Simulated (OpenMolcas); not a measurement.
C+, Si+, Ge+, Sn+, Pb+: ns² np down the group

| Quantity | Value |
| --- | --- |
| Program | OpenMolcas 26.06 |
| Method | SS-RASPT2, IPEA 0.25 Eh, imaginary shift 0.1 Eh |
| Basis | ANO-RCC-VQZP |
| Scalar Hamiltonian | DKH2, point nucleus |
| Spin-orbit coupling | state interaction with AMFI integrals over the reference wave functions, term energies averaged over their components |

Active space for each ion: 3 electrons in 9 orbitals (RAS2 s p; RAS3 d, at most 2 electrons); closed shells correlated by CASPT2: C+ 1s; Si+ 2s 2p; Ge+ 3d; Sn+ 4d; Pb+ 5d.

Computed levels in cm-1 above ²P°_1/2:

```json
{"Level": "²P°_3/2", "C+": "57.0", "Si+": "256", "Ge+": "1632", "Sn+": "3750", "Pb+": "12450"}
{"Level": "weight of ²P° in the lowest level (%)", "C+": "100", "Si+": "100", "Ge+": "100", "Sn+": "100", "Pb+": "100"}
```

Measured, with the error of the calculation in %. Measured levels: C+, Si+, Ge+, Sn+, Pb+ from NIST Handbook of Basic Atomic Spectroscopic Data.

| Level | C+ | Si+ | Ge+ | Sn+ | Pb+ |
| --- | --- | --- | --- | --- | --- |
| ²P°_3/2 | 63.4 (-10.1) | 287 (-11.0) | 1767 (-7.6) | 4251 (-11.8) | 14081 (-11.6) |

The fine-structure level ²P°_3/2 changes by a factor of 218 from C+ to Pb+.

Term energies are means over components that CASPT2 splits; among the terms shown or strongly mixed into the levels shown the widest spread is 10 cm-1 (5s² 5p ²P°, Sn+). Active for correlation alone: 3d; no level in the range computed is led by a configuration that fills it, so any true level of that kind is missing (holds for C+). The run also gave levels led by 3s 3p 3d, which use shells meant for correlation; these and all levels above them are left out (holds for Si+). Some high roots are left out of the spin-orbit mixing, which shifts the levels that they would mix with (holds for Ge+; Pb+). Active for correlation alone: 4d; no level in the range computed is led by a configuration that fills it, so any true level of that kind is missing (holds for Ge+). The run also gave levels led by 5s 5p 5d, which use shells meant for correlation; these and all levels above them are left out (holds for Sn+). Active for correlation alone: 6d; no level in the range computed is led by a configuration that fills it, so any true level of that kind is missing (holds for Pb+). Measured partners are found by configuration, term and J. A level has none where our copy of the source lacks it or the pairing is in doubt (some pairs that miss far off the trend of their configuration count as doubtful), and it then counts in no deviation. Only configurations of the active space appear.

° marks odd parity.
